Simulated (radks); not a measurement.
The numbers below are computed, except where a source is named.
All-electron atom: He in [He]. Code: a radial shooting solver on a logarithmic mesh with Libxc functionals. Model: scalar-relativistic Kohn-Sham, Slater X-alpha with alpha = 0.678, spin-polarised, spherical densities, finite nucleus; Gaussian nuclear charge, rms radius 1.6755 fm.

Normalised radial functions P(r) = r R(r), r in bohr:

r,1s
0.04384,0.1882
0.05145,0.2176
0.06038,0.2508
0.07085,0.2883
0.08315,0.3302
0.09836,0.3790
0.1154,0.4301
0.1355,0.4853
0.159,0.5440
0.1865,0.6051
0.2189,0.6671
0.2569,0.7281
0.3015,0.7854
0.3538,0.8359
0.4151,0.8762
0.4872,0.9027
0.5717,0.9121
0.6709,0.9016
0.7873,0.8694
0.9239,0.8155
1.084,0.7413
1.283,0.6457
1.505,0.5433
1.766,0.4364
2.073,0.3325
2.432,0.2384
2.854,0.1593
3.35,0.0981
3.931,0.0550

1s: eigenvalue -14.255 eV, 0 radial nodes, <r> = 0.968 bohr, 90 % of the charge inside 1.79 bohr.
